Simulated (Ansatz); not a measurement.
Cost and result up the ladder for `C#CCCCCc1ccc(-c2ccccc2)cc1` (36 atoms). Charge 0, multiplicity 1. Geometry: PBE-D4/def2-SVP.

Ansatz on 2 threads of AMD EPYC 7R13 on a shared host and a share (18 GiB) of an NVIDIA H100 80GB HBM3. Times are rough, and most runs start from the orbitals of an earlier one. PBE0-D4/def2-TZVP serves as the yardstick here, not as an exact answer. Differences are given only for rows in sets of like size (and for xTB, whose basis is part of the method), since another set adds its own error. Binding counts from free atoms at the same level (C triplet, H doublet; other spins of the atoms weren't run), without zero-point energy or a counterpoise term.

Correlated methods freeze 18 core orbitals. The rows differ in basis, and correlated rows in double-zeta sets carry the largest basis error. Single mean-field runs in def2-TZVP are fitted with def2-universal-jkfit.

Correlated methods converge slowly with the basis, most of all in double-zeta sets.

| level | functions | wall time |
| --- | --- | --- |
| PBE-D4/def2-TZVP | 666 | 4.2 s |
| revPBE-D4/def2-TZVP | 666 | 4.8 s |
| PBE-D4/def2-SVP | 342 | 4.9 s |
| PBE0-D4/def2-TZVP | 666 | 5.5 s |
| r2SCAN-D4/def2-TZVP (with forces) | 666 | 5.5 s |
| BLYP-D4/def2-TZVP | 666 | 5.5 s |
| PBE0-D4/def2-SVP | 342 | 6.5 s |
| r2SCANh-D4/def2-TZVP (with forces) | 666 | 8 s |
| MP2/def2-TZVP | 666 | 11 s |
| CCSD(T)/def2-SVP | 342 | 42 s |

Q: Estimate what each level gives for the binding energy per atom (eV).

A: 
```
                             level  binding energy per atom (eV)  difference from PBE0-D4/def2-TZVP (eV)                  remarks
                  PBE-D4/def2-TZVP                          5.09                                    0.09                        –
               revPBE-D4/def2-TZVP                          4.97                                   -0.03                        –
                   PBE-D4/def2-SVP                          5.16                                       –                        –
                 PBE0-D4/def2-TZVP                          5.00                                    0.00                        –
 r2SCAN-D4/def2-TZVP (with forces)                          4.95                                   -0.05                        –
                 BLYP-D4/def2-TZVP                          4.92                                   -0.07                        –
                  PBE0-D4/def2-SVP                          5.07                                       –                        –
r2SCANh-D4/def2-TZVP (with forces)                          4.92                                   -0.08                        –
                     MP2/def2-TZVP                          4.89                                   -0.11  restricted SCF unstable
                  CCSD(T)/def2-SVP                          4.76                                       –  restricted SCF unstable
```
